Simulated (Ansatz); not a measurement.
ClGeH3OSi, SMILES `Cl[SiH]1[O][GeH2]1`, relaxed with RKS PBE-D4/def2-SVP in Ansatz from a rough embedded geometry. The force threshold is 0.03 eV/Å; the program also tests the step.

The species carries charge 0 and has multiplicity 1.

Start:

```xyz
7

Cl   -1.290    2.433   -0.010
Si    0.020    0.870   -0.726
O    -0.745   -0.650   -0.648
Ge    0.287   -0.864    0.815
H     0.786    0.972   -1.979
H     1.423   -1.935    0.434
H    -0.481   -0.827    2.114
```

```json
{"step": "1", "energy (eV)": "-78980.3867", "largest force (eV/Å)": "2.061", "largest move (Å)": "0.000"}
{"step": "2", "energy (eV)": "-78980.7873", "largest force (eV/Å)": "0.717", "largest move (Å)": "0.196"}
{"step": "3", "energy (eV)": "-78980.8522", "largest force (eV/Å)": "0.483", "largest move (Å)": "0.059"}
{"step": "4", "energy (eV)": "-78980.8782", "largest force (eV/Å)": "0.366", "largest move (Å)": "0.047"}
{"step": "5", "energy (eV)": "-78980.8868", "largest force (eV/Å)": "0.104", "largest move (Å)": "0.027"}
{"step": "6", "energy (eV)": "-78980.8875", "largest force (eV/Å)": "0.020", "largest move (Å)": "0.008"}
```

End:

```xyz
7

Cl   -1.209    2.476   -0.212
Si   -0.066    0.822   -0.710
O    -0.829   -0.667   -0.661
Ge    0.427   -0.798    0.825
H     0.726    1.172   -1.931
H     1.348   -2.020    0.562
H    -0.397   -0.984    2.126
```

It took 8 s on 4 threads of a server CPU on a shared host, with 0.15 GiB of host memory at the peak.
